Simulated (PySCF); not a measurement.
Compound: C7H6ClOP.
Atom-mapped SMILES: `[CH3:1][c:2]1[cH:3][c:4]([Cl:5])[p:6][c:7]([CH:8]=[O:9])[cH:10]1`

Cartesian coordinates in Å at the GFN2-xTB level; atoms count from 1:
```xyz
16
C7H6ClOP angstrom
C     -1.6923   -1.6219   -0.0217
C     -0.7885   -0.4287    0.0103
C     -1.3363    0.8366    0.2163
C     -0.5938    1.9975    0.2449
Cl    -1.4329    3.4936    0.5186
P      1.1325    2.1440    0.0388
C      1.4973    0.4481   -0.1984
C      2.9119    0.1287   -0.4234
O      3.3591   -0.9726   -0.6157
C      0.5731   -0.5898   -0.1890
H     -1.1684   -2.5124    0.3154
H     -2.5689   -1.4663    0.6021
H     -2.0321   -1.7998   -1.0425
H     -2.4054    0.9145    0.3628
H      3.5689    1.0230   -0.4032
H      0.9682   -1.5854   -0.3496
```

NICS = −σ at a ghost point: NICS(0) at the centroid of the ring atoms, NICS(1) 1 Å to either side along the normal of their mean plane, zz for the tensor component along that normal. Level: GIAO PBE0/pcSseg-1 (PySCF, non-relativistic, gas phase) on the GFN2-xTB geometry, one conformer.

Ring bond lengths (Å), with Mayer bond orders in brackets: C2–C3 1.394 (1.38), C3–C4 1.378 (1.38), C4–P6 1.745 (1.22), P6–C7 1.751 (1.25), C7–C10 1.390 (1.33), C10–C2 1.386 (1.42).

**Question.** Give the NICS values of each ring in ppm.

**Answer.** 
| ring | type | NICS(0) | NICS(1), two faces | NICS(1)zz, two faces | rms pucker (Å) | centre to ring atoms, mean (Å) |
| --- | --- | --- | --- | --- | --- | --- |
| C2–C3–C4–P6–C7–C10 | 6-membered ring with P; formal bonds all aromatic | -7.4 | -10.1 / -10.0 | -23.4 / -23.2 | 0.00 | 1.50 |

**Question.** What do they say, and how far can they be read as aromaticity?

**Answer.** 
- C2–C3–C4–P6–C7–C10: mean NICS(1)zz -23.4 ppm, shielded.

**Question.** What does the geometric index give? Use HOMA with the parameters of Krygowski (1993).

**Answer.** 
- C2–C3–C4–P6–C7–C10: HOMA 0.90; the largest term is that of P6–C7, α(R − Ropt)² = 0.33.

**Question.** What field does 14.1 T along the ring normal induce along that normal at the first NICS(1) probe listed for ring C2–C3–C4–P6–C7–C10, 1 Å off the ring?

**Answer.** NICSzz × B0 = -23.4 ppm × 14.1 T = -330 μT, against the applied field.

**Question.** What are the shieldings of the ring atoms and their hydrogens in the same run (means over atoms taken as equivalent)?

**Answer.** 
```json
{"atoms": "C2", "environment": "substituted aromatic carbon", "σ isotropic (ppm)": "37.8", "principal values of the symmetric part, first atom (ppm)": "-53.2, -2.9, 169.4"}
{"atoms": "C3", "environment": "aromatic CH carbon", "σ isotropic (ppm)": "41.7", "principal values of the symmetric part, first atom (ppm)": "-55.2, 41.0, 139.2"}
{"atoms": "C4", "environment": "aromatic C–Cl carbon", "σ isotropic (ppm)": "3.6", "principal values of the symmetric part, first atom (ppm)": "-149.8, 41.8, 118.7"}
{"atoms": "P6", "environment": "phosphorus bonded to 2 C", "σ isotropic (ppm)": "71.0", "principal values of the symmetric part, first atom (ppm)": "-244.4, -23.8, 481.1"}
{"atoms": "C7", "environment": "substituted aromatic carbon", "σ isotropic (ppm)": "10.4", "principal values of the symmetric part, first atom (ppm)": "-132.4, 7.1, 156.4"}
{"atoms": "C10", "environment": "aromatic CH carbon", "σ isotropic (ppm)": "48.5", "principal values of the symmetric part, first atom (ppm)": "-52.9, 21.6, 176.8"}
{"atoms": "H14", "environment": "aromatic hydrogen", "σ isotropic (ppm)": "23.59", "principal values of the symmetric part, first atom (ppm)": "18.7, 21.7, 30.4"}
{"atoms": "H16", "environment": "aromatic hydrogen", "σ isotropic (ppm)": "22.96", "principal values of the symmetric part, first atom (ppm)": "18.3, 22.6, 28.0"}
```
